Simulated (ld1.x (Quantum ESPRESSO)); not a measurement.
Results of a calculation; reference values are marked as such.
Potentials for nitrogen (N) compared

Generated with ld1.x 7.5 (TM, RRKJ, ultrasoft, PAW), atompaw 4.2 or ONCVPSP 4.0.1. The cutoff is in Ry: for ld1.x and atompaw files where the sum of valence levels is converged to 10 mRy in a Bessel basis, for ONCV files where the hardest occupied wave has 1 mHa per electron of residual kinetic energy. The error is the largest all-electron minus pseudo excitation energy over each file’s own four to seven test configurations (ionisations up to +4, promotions, holes and added fractions of an electron), all of which were solved. The labels leave out finer settings (local radius, basis sizes, second energies), which also bear on the numbers. Spin-polarised tests are not counted. The rows are a selection from randomly drawn settings: files with unsolved tests, undetermined cutoffs or missed reference levels are left out.

| potential | cutoff (Ry) | largest error (meV) | bound ghosts |
| --- | --- | --- | --- |
| PAW, PBE, scalar-relativistic, rc 0.80/1.95/2.00 (spd), local smoothed, core correction yes, reference 2s2 2p3 | 50 | +131 | none |
| PAW, LDA (PZ), non-relativistic, rc 0.75/1.80/1.35 (spd), local smoothed, core correction yes, reference 2s2 2p3 | 60 | -4.5 | none |
| PAW, LDA (PZ), non-relativistic, rc 1.15/2.05/1.85 (spd), local smoothed, core correction yes, reference 2s1 2p4 | 15 | -46 | none |
| ultrasoft, Wu–Cohen, non-relativistic, rc 1.20/1.40/1.40 (spd), local smoothed, core correction yes, reference 2s1.5 2p3.5 | 35 | -12 | none |
| RRKJ, BLYP, scalar-relativistic, rc 1.05/1.65/1.25 (spd), local s, core correction no, reference 2s2 2p2 | 50 | +814 | none |
| PAW, PBE, scalar-relativistic, rc 0.75/2.10/1.90 (spd), local smoothed, core correction yes, reference 2s1.75 2p3.25 | 60 | +252 | none |
| RRKJ, PBEsol, scalar-relativistic, rc 1.10/1.85/1.70 (spd), local p, core correction no, reference 2s1 2p4 | 60 | +2383 | none |
| TM semilocal, LDA (PZ), scalar-relativistic, rc 0.80/1.45/1.55 (spd), local p, core correction yes, reference 2s2 2p3 | 60 | +965 | none |

Q: Fill in the row for N: TM semilocal, PBE, scalar-relativistic, rc 0.75/1.65/1.45 (spd), local d, core correction yes, reference 2s1.75 2p3.25.

A: cutoff 100 Ry, largest error +902 meV, bound ghosts: none.
